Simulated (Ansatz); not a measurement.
Br2Sn, SMILES `[Br][Sn][Br]`. The species carries charge 0 and has multiplicity 1. Correlated methods include outer-core shells of Br, Sn, which these sets cover unevenly. Scalar relativity is left out up to krypton. Sn takes the def2 core potential.

Cartesian coordinates in Å:
```
Br 1.939 0.030 -0.466
Sn -0.522 0.373 -0.878
Br -1.418 -0.404 1.344
```

**Question.** Give the diagnostics of a CCSD(T)/def2-TZVPP run (frozen core, Ansatz). (An estimate is asked.)

**Answer.** Ansatz gave: T1 = 0.0115, largest single amplitude 0.042, largest double 0.045, (T) share of the correlation energy 3.3 %, 9 CCSD cycles. The RHF solution is stable towards an unrestricted one. T1 lies under the customary mark of 0.02 for closed shells.
